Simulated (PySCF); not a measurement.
Species: C8H8O.
Atom-mapped SMILES: `[CH2:1]=[CH:2][O:3][c:4]1[cH:5][cH:6][cH:7][cH:8][cH:9]1` (hydrogens: H10, H11 on C1; H12 on C2; H13 on C5; H14 on C6; H15 on C7; H16 on C8; H17 on C9)

Jobs on this species (17 atoms, 64 electrons) with PySCF (density fitting). Hardware of each: one thread, Arm Neoverse V2, shared host. Times come from a shared host and carry two figures at best.

Task: Rank these jobs by wall time, shortest first.
A. PBE0-D3(BJ)/def2-SVP, grid level 1; geometry optimisation from a GFN2-xTB start; 166 basis functions
B. CAM-B3LYP/def2-SVPD; 10 singlets by full TDDFT, 4 Tamm–Dancoff triplets, polarisability, ΔSCF ions; 247 basis functions
C. HF/pcSseg-1; shieldings; 193 basis functions
D. PBE0/pcSseg-1; shieldings, charges and field gradients; 193 basis functions

Result: C (10 s), D (24 s), A (87 s), B (3.2 min).

All jobs:

| level and settings | work | basis functions | SCF cycles | wall time |
| --- | --- | --- | --- | --- |
| HF/pcSseg-1 | shieldings | 193 | 12 | 10 s |
| PBE0/pcSseg-1 | shieldings, charges and field gradients | 193 | 14 | 24 s |
| B3LYP/pcJ-1 | spin–spin couplings from 8 perturbed nuclei, spin–dipole term left out | 323 | 14 | 59 s |
| PBE0-D3(BJ)/def2-SVP, grid level 1 | geometry optimisation from a GFN2-xTB start | 166 | 55 | 87 s |
| delta-SCF UKS SCAN, pcX-2 on the ionised atom, pcseg-1 elsewhere, spin-free X2C | ΔSCF core ionisation, 7 holes | 197 | 198 | 95 s |
| CAM-B3LYP/def2-SVPD | 10 singlets by full TDDFT, 4 Tamm–Dancoff triplets, polarisability, ΔSCF ions | 247 | 13 | 3.2 min |

Task: What do all jobs in the table cost together?

Result: About 7.8 min; the longest takes about 41 % of that, and about 19 times as long as the shortest.
